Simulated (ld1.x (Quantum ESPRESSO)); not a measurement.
## How hard is this iodine PAW potential?

```json
{
 "Element": "I (Z = 53)",
 "Generator": "ld1.x (Quantum ESPRESSO) 7.5",
 "Type": "PAW",
 "Functional": "LDA (PZ)",
 "Relativity": "scalar-relativistic",
 "Frozen core": "[Kr] 4d10",
 "Valence charge": "7",
 "Reference configuration": "5s2 5p5",
 "Partial waves": "5s (bound): rcut 1.70, rcutus 1.90 bohr; 5s channel at 0.95 Ry: rcut 1.70, rcutus 1.90 bohr; 5p (bound): rcut 1.85, rcutus 2.05 bohr; 5p channel at 4.1 Ry: rcut 1.85, rcutus 2.05 bohr",
 "Local potential": "all-electron potential smoothed inside 1.95 bohr (lloc = -2)",
 "Core correction": "Bessel-smoothed model core, default radius (core density twice the valence density)",
 "Augmentation charge": "PSQ, inside the norm-conserving radii"
}
```

The pseudo-atom Hamiltonian at the reference potential is diagonalised in spherical Bessel functions j_l(qr) that vanish at 20 bohr, with q² up to the cutoff. All-electron valence levels (Ry): 5s -1.2976, 5p -0.5324.

Problem. How do the lowest levels (Ry) of each channel move with the cutoff, and are there ghosts?

Solution.

```
cutoff (Ry)     s #1     s #2     p #1    p #2    d #1    d #2    f #1  Σ f·Δε (mRy)
          8  -1.2933  -0.0358  -0.5311  0.0300  0.0337  0.0898  0.1161          17.5
         10  -1.2963  -0.0364  -0.5321  0.0300  0.0277  0.0873  0.1161           6.2
         12  -1.2972  -0.0367  -0.5323  0.0300  0.0245  0.0863  0.1161           3.2
         15  -1.2973  -0.0368  -0.5325  0.0300  0.0232  0.0859  0.1161           2.3
         18  -1.2974  -0.0368  -0.5326  0.0300  0.0227  0.0858  0.1161           1.6
         21  -1.2976  -0.0368  -0.5326  0.0300  0.0227  0.0857  0.1161           0.9
         25  -1.2977  -0.0368  -0.5327  0.0300  0.0227  0.0857  0.1161           0.4
         30  -1.2978  -0.0368  -0.5327  0.0300  0.0227  0.0857  0.1161           0.4
        400  -1.2979  -0.0368  -0.5327  0.0300  0.0227  0.0857  0.1161           0.0
```

Result: no extra level below or beside the all-electron valence levels (s, p, d, f tested); 10 mRy is reached at 10 Ry and 1 mRy at 21 Ry.
